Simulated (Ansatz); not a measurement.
Coupled-cluster diagnostics for AlSi₅, Ansatz.

Geometry of the doublet (r2SCAN-D4/def2-SVP):

```xyz
6

Al   -0.0206    0.6044    0.6717
Si    1.4603   -1.4635    0.4035
Si    2.4161    0.5151    0.9521
Si   -2.1506    1.7758    0.1469
Si   -1.8426   -0.2499   -0.7266
Si    0.1374   -1.1818   -1.4476
```

Correlated methods freeze 30 core orbitals. In CCSD on the charge 0 doublet the largest single amplitude is 0.17, so its Hartree–Fock determinant may place the open shell otherwise than the density functionals do. Another isomer (doublet) lies 2.26 eV lower at PBE0-D4/def2-TZVP; other spin states weren't run for this one.

Estimate the CCSD(T) correlation energy, the shares of MP2 and (T), T1 and the reference's ⟨S²⟩ for: charge 0, doublet, own geometry in def2-TZVP; and the rough time on 4 threads of AMD EPYC 9B14 on a shared host.


```csv
state,basis,correlation (eV),MP2 share (%),(T) share (%),T1,⟨S²⟩ (pure),wall time,remarks
"charge 0, doublet, own geometry",def2-TZVP,-18.903,83.5,9.1,0.075,1.66 (0.75),8.5 min,"large T1 (0.075), spin-contaminated (⟨S²⟩ 1.66)"
```
Customary marks for T1 are 0.02 (closed shells), 0.045 (open shells) and about 0.05 (3d metals). T1 exceeds 0.02 in 1 of 1 rows and 0.045 in 1; the higher it lies, the less the single-reference result can be trusted.
